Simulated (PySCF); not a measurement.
Se(Cl)(NMe2) (C2H6ClNSe), SMILES N([Se]Cl)(C)C. Atoms are numbered in the order given.

```xyz
11

Se     0.8113    -0.3308     0.0000
Cl    -0.9616    -1.7894     0.0000
N      0.0503     1.3025     0.0000
C     -0.5885     1.7657    -1.2276
C     -0.5885     1.7657     1.2276
H     -1.6171     1.3507    -1.3397
H     -0.6583     2.8741    -1.2113
H      0.0126     1.4560    -2.1019
H     -0.6583     2.8741     1.2113
H     -1.6171     1.3507     1.3397
H      0.0126     1.4560     2.1019
```
Charge 0, spin multiplicity 1.

The structure is a stationary point at PBE-D3(BJ)/def2-SVP. Other conformers were not sampled.

Level of theory: PBE-D3(BJ)/def2-SVP in PySCF.

Frequencies are harmonic and unscaled.

### Question
Give all harmonic wavenumbers and intensities. (Estimate from the structure and the level; the computed values follow.)

### Answer

```tsv
mode	ν (cm⁻¹)	IR (km/mol)	moving atoms (share of kinetic energy)
1	88	5.6	Cl 39 %, C 26 %, H 24 %, Se 11 %
2	98	0.6	C 48 %, H 24 %, Cl 20 %, Se 8 %
3	191	0.1	H 98 %
4	209	0.4	H 81 %
5	317	57.1	Cl 59 %, Se 33 %
6	329	0.1	C 45 %, H 25 %, N 19 %, Se 11 %
7	334	5.3	N 55 %, H 24 %, Cl 11 %, C 10 %
8	352	0.6	C 40 %, H 34 %, Se 22 %
9	592	15.9	C 35 %, N 30 %, H 20 %, Se 14 %
10	961	46.0	C 40 %, H 30 %, N 29 %
11	1018	3.9	H 65 %, C 28 %
12	1059	0.4	H 80 %, C 20 %
13	1104	6.7	H 69 %, C 20 %, N 11 %
14	1202	20.8	N 55 %, C 28 %, H 17 %
15	1216	0.3	H 45 %, N 31 %, C 24 %
16	1361	1.0	H 86 %, C 13 %
17	1385	4.4	H 85 %, C 15 %
18	1393	6.2	H 97 %
19	1408	31.0	H 95 %
20	1413	7.0	H 96 %
21	1431	6.2	H 96 %
22	2930	24.7	H 97 %
23	2934	57.3	H 96 %
24	3017	39.4	H 91 %, C 9 %
25	3018	0.7	H 91 %, C 9 %
26	3091	2.7	H 91 %, C 9 %
27	3092	4.7	H 91 %, C 9 %
```
